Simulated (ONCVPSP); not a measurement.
## lanthanum (La): variants of one ONCV potential

Base potential:

```
Element                 : lanthanum (La)
Generator               : ONCVPSP 4.0.1
Type                    : optimised norm-conserving Vanderbilt (ONCV)
Functional              : LDA (Perdew-Wang 92)
Relativity              : scalar-relativistic
Frozen core             : [Kr] 4d10
Valence charge          : 11
Reference configuration : 5s2 5p6 5d1 6s1.5 (charge +0.5)
Partial waves           : 5s+6s: rc 2.85 bohr, ncon 5, nbas 10, qcut 4.8 1/bohr, 2 projectors; 5p: rc 1.75 bohr, ncon 3, nbas 7, qcut 4.8 1/bohr, 3 projectors, debl 2.9 Ha; 5d: rc 3.25 bohr, ncon 4, nbas 8, qcut 5.4 1/bohr, 1 projector; f scattering state at 0.12 Ha: rc 2.95 bohr, ncon 4, nbas 7, qcut 3.3 1/bohr, 1 projector
Local potential         : polynomial inside 1.65 bohr (lpopt 5, dvloc0 0 Ha)
Core correction         : polynomial model core, fcfact 0.35
```

In the f channel the program set the typed energies aside and used -0.272 Ha.

Cutoffs, loose and tight: the cutoffs (Ha) at which the residual kinetic energy of the hardest occupied pseudo-wave falls to 1 and 0.1 mHa per electron. They do not see the model core or the augmentation charge, which bear on the density cutoff. Test errors are all-electron minus pseudo excitation energies from the reference, over the configurations 5s2 5p6 5d1 6s2; 5s2 5p6 5d1 6s1; 5s2 5p6 5d1 6s0; 5s2 5p6 5d1 6s0 6p1. A dash means not determined; rows that change the core or the reference have their own tests.

A true bound ghost makes a file unfit for plane-wave use even where its test errors are small: the radial tests pick states by their node count and pass the ghost by.

```tsv
change	outcome	cutoff, loose	cutoff, tight	bound ghosts	GHOST(+) flags above zero	largest test error (meV)
base	generated, projector energies reset by the program	12 Ha	50 Ha	none	s	-5.5
d: qcut 6.7	generated, projector energies reset by the program	12 Ha	50 Ha	none	s	-6.0
reference 5s2 5p6 5d1 6s2	generated, projector energies reset by the program	12 Ha	50 Ha	none	s	-7.3
```

Q: What comes out with this change to the base: all radii but the core radius scaled by about 0.82 (s 2.34, p 1.44, d 2.66, f 2.42 bohr); local potential polynomial inside 1.34 bohr (lpopt 5, dvloc0 0 Ha)?

A: outcome: generated, projector energies reset by the program; cutoff, loose: 16 Ha; cutoff, tight: 50 Ha; bound ghosts: s, p; GHOST(+) flags above zero: p, f; largest test error (meV): -3.4.

Q: What comes out with this change to the base: s: qcut 6.5; p: qcut 6.5; d: qcut 7.3; f: qcut 4.5?

A: outcome: failed: ERROR pspot: first pseudo wave function has node, program will stop. Cause: the optimised pseudo-wave of the first projector has a node, so the radial equation cannot be inverted for a potential.

Q: What comes out with this change to the base: p: qcut 3.2?

A: outcome: generated, projector energies reset by the program; cutoff, loose: 46 Ha; cutoff, tight: 73 Ha; bound ghosts: none; GHOST(+) flags above zero: s, p; largest test error (meV): -5.2.
